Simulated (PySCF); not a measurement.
P³⁺ (phosphorus, charge +3) across methods

[Ne] 3s2, closed-shell 1S. Computed with PySCF 2.14 in aug-cc-pVTZ-DK (6s5p3d2f, 50 functions), with the spin-free X2C one-electron Hamiltonian (Gaussian nucleus).

```
   method  E (hartree)  mean ε 2s (eV)  mean ε 2p (eV)  mean ε 3s (eV)  Σ⟨r²⟩ (bohr²)   ⟨S²⟩
      LDA    -338.5794         -211.65         -163.24         -45.746          8.785  0.000
      PBE    -339.7100         -212.53         -163.22         -45.608          8.796  0.000
   r2SCAN    -339.8253         -216.97         -165.60         -45.804          8.844  0.000
BHandHLYP    -339.8910         -228.94         -175.10         -48.249          8.832  0.000
      UHF   -339.37736         -244.30         -185.65         -50.001          8.909  0.000
  wB97M-V    -339.8756         -223.59         -171.29         -49.481          8.823  0.000
     PBE0    -339.7365         -220.81         -169.15         -46.955          8.809  0.000
   PBEsol    -339.1221         -212.05         -163.00         -45.549          8.801  0.000
    B97-3    -339.8394         -221.58         -169.66         -47.016          8.787  0.000
```
